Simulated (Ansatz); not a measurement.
Start from `CB(C)BN` and change one atom or group to get `CB(C)N`.

Ansatz, PBE0-D4/def2-TZVP geometries, multiplicity 1. Each molecule was computed in one conformer, which needn't be the lowest.

| property | `CB(C)BN` |
| --- | --- |
| size of the dipole moment (ωB97M-V/def2-TZVPP) / D | 1.62 |
| LUMO energy (PBE/def2-TZVPP) / eV | -1.42 |
| size of the dipole moment (B3LYP/def2-TZVPP) / D | 1.59 |
| HOMO–LUMO gap (B3LYP/def2-TZVPP) / eV | 6.31 |
| LUMO energy (B3LYP/def2-TZVPP) / eV | -0.67 |
| HOMO energy (ωB97M-V/def2-TZVPP) / eV | -9.39 |

Problem. What does the change do to each property? (Best estimate.)

Solution. Ansatz gave: 
| property | `CB(C)N` | shift |
| --- | --- | --- |
| size of the dipole moment (ωB97M-V/def2-TZVPP) / D | 1.27 | -0.35 |
| LUMO energy (PBE/def2-TZVPP) / eV | 0.09 | 1.51 |
| size of the dipole moment (B3LYP/def2-TZVPP) / D | 1.27 | -0.32 |
| HOMO–LUMO gap (B3LYP/def2-TZVPP) / eV | 8.33 | 2.02 |
| LUMO energy (B3LYP/def2-TZVPP) / eV | 0.50 | 1.17 |
| HOMO energy (ωB97M-V/def2-TZVPP) / eV | -10.48 | -1.09 |

With PBE0 the HOMO falls by 0.93 eV and the LUMO rises by 1.29 eV, so the gap widens by about 2.22 eV. PBE moves the HOMO by -0.86 eV and ωB97M-V by -1.09 eV. Dipoles are sizes alone; their direction can turn.

B3LYP here is the variant with VWN-RPA as its local correlation; programs differ in this.
